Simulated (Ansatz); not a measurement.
`CCCCF` and `FCCBS` differ in one atom or group.

Ansatz, PBE0-D4/def2-TZVP geometries, multiplicity 1. Each molecule was computed in one conformer, which needn't be the lowest.

```csv
property,`CCCCF`
LUMO energy (PBE0/def2-TZVPP) / eV,1.29
HOMO–LUMO gap (B3LYP/def2-TZVPP) / eV,9.80
LUMO energy (B3LYP/def2-TZVPP) / eV,0.94
HOMO energy (B3LYP/def2-TZVPP) / eV,-8.86
HOMO–LUMO gap (PBE/def2-TZVPP) / eV,7.98
HOMO energy (ωB97M-V/def2-TZVPP) / eV,-11.41
```

**Question.** What does the change do to each property? (An estimate is asked.)

**Answer.** The calculation gave: 
```json
{"property": "LUMO energy (PBE0/def2-TZVPP) / eV", "`FCCBS`": "-0.93", "shift": "-2.22"}
{"property": "HOMO–LUMO gap (B3LYP/def2-TZVPP) / eV", "`FCCBS`": "6.87", "shift": "-2.93"}
{"property": "LUMO energy (B3LYP/def2-TZVPP) / eV", "`FCCBS`": "-1.12", "shift": "-2.06"}
{"property": "HOMO energy (B3LYP/def2-TZVPP) / eV", "`FCCBS`": "-7.99", "shift": "0.87"}
{"property": "HOMO–LUMO gap (PBE/def2-TZVPP) / eV", "`FCCBS`": "5.18", "shift": "-2.80"}
{"property": "HOMO energy (ωB97M-V/def2-TZVPP) / eV", "`FCCBS`": "-10.44", "shift": "0.97"}
```

With PBE0 the HOMO rises by 0.82 eV and the LUMO falls by 2.22 eV, so the gap narrows by about 3.04 eV. PBE moves the HOMO by 0.41 eV and ωB97M-V by 0.97 eV.

B3LYP here is the variant with VWN-RPA as its local correlation; programs differ in this.
